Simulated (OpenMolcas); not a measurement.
Consider Mn2+ and Mn2+ on neighbouring Cd sites of CdS (host space group P63mc, cell from Materials Project scaled by 0.96; 4-coordinate sites, 1 bridging S, bridge angle 109.2°, metal-metal distance 3.99 Å, mean bond 2.45 Å), as a cluster of both ions and their first shells in 18 model-potential ions and 590 fitted point charges, unrelaxed.

```xyz
9

Mn     0.0000     1.1553     1.6271
Mn     0.0000    -1.1553    -1.6271
S      0.0000    -1.1553     0.8237
S      0.0000     1.1553    -2.4305
S     -2.0010     2.3106     0.8237
S      2.0010     2.3106     0.8237
S     -2.0010    -2.3106    -2.4305
S      2.0010    -2.3106    -2.4305
S      0.0000     1.1553     4.0779
```

Problem. Give the energies of the total-spin states at CASSCF(10,10) on the singly occupied d orbitals (ANO-RCC-VDZP on Mn and ANO-RCC-VDZ on S, scalar-relativistic DKH2, RICD, no spin-orbit coupling, OpenMolcas), and the exchange constant.

Solution. Local spins 5/2 and 5/2.

| total S | E (cm⁻¹) | natural occupations, lowest and highest |
|---|---|---|
| 5 | 46.3 | 1.000, 1.000 |
| 4 | 34.1 | 0.991, 1.009 |
| 3 | 21.9 | 0.983, 1.017 |
| 2 | 11.5 | 0.977, 1.023 |
| 1 | 4.0 | 0.973, 1.027 |
| 0 | 0.0 | 0.971, 1.029 |

J = -1.5 cm⁻¹ (antiferromagnetic); the ladder departs from the Heisenberg pattern by 3.4 cm⁻¹ at most.

J is defined by H = −2J S1·S2, so negative values are antiferromagnetic. Wave-function values come from the highest and lowest total spin; broken-symmetry values use Yamaguchi's formula with the computed ⟨S²⟩. The active space holds the singly occupied metal orbitals alone, without bridging-ligand orbitals. No row is a measured value. The host is partly covalent, so formal ionic charges are a crude embedding.
